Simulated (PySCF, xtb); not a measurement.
CH₇Cl₂NSi₂, SMILES C[Si](Cl)(Cl)N[SiH3].

xtb 6.7.1 with GFN2-xTB at its own geometry gives an orbital gap of 5.47 eV and a dipole moment of 2.73 D.

Coordinates come from a PBE0-D3(BJ)/def2-SVP optimisation. The values are those of a single conformer.

### Question
What does PySCF with r2SCAN/def2-TZVP give? (Estimate from the structure and the level; the computed values follow.)

### Answer
gap 6.56 eV (levels -6.93 and -0.38 eV), dipole 1.86 D.
